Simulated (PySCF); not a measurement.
C2H4F2OSi, SMILES O=C[Si@@H](F)CF. Atoms are numbered in the order given.

```xyz
10

O      1.8073     0.3808    -1.6707
C      1.7870     0.0810    -0.4954
Si     0.1131    -0.4907     0.2635
F      0.2412    -0.4748     1.8894
C     -1.1881     0.7412    -0.3338
F     -2.4683     0.2516    -0.1186
H      2.7262     0.1393     0.1235
H     -0.2082    -1.8726    -0.1706
H     -1.0320     0.9171    -1.4144
H     -1.0769     1.7150     0.1776
```
Charge 0, spin multiplicity 1.

The structure is a stationary point at B3LYP-D3(BJ)/def2-SVP. The structure was generated by enumeration; whether it is a known compound was not checked. Other conformers were not sampled.

Level of theory: PBE/def2-TZVP (PySCF).

ESP charges are fitted to the potential on shells at 1.4 to 2.0 van der Waals radii. Atomic charges (e):

| atom | Mulliken | IAO | ESP fit |
|---|---|---|---|
| O1 | -0.20 | -0.34 | -0.35 |
| C2 | -0.01 | -0.03 | 0.23 |
| Si3 | 0.48 | 1.13 | 0.43 |
| F4 | -0.29 | -0.51 | -0.26 |
| C5 | -0.09 | -0.27 | -0.04 |
| F6 | -0.20 | -0.30 | -0.18 |
| H7 | 0.09 | 0.11 | 0.04 |
| H8 | -0.02 | -0.11 | -0.05 |
| H9 | 0.13 | 0.17 | 0.09 |
| H10 | 0.12 | 0.16 | 0.10 |

Computed Mayer and Wiberg (Löwdin basis) orders of the bonds:
| bond | Mayer | Wiberg |
|---|---|---|
| O1–C2 | 2.04 | 2.80 |
| C2–Si3 | 0.89 | 1.05 |
| Si3–F4 | 1.13 | 1.70 |
| Si3–C5 | 1.00 | 1.13 |
| C5–F6 | 1.00 | 1.68 |
| C2–H7 | 0.87 | 0.89 |
| Si3–H8 | 0.92 | 0.89 |
| C5–H9 | 0.92 | 0.88 |
| C5–H10 | 0.93 | 0.89 |
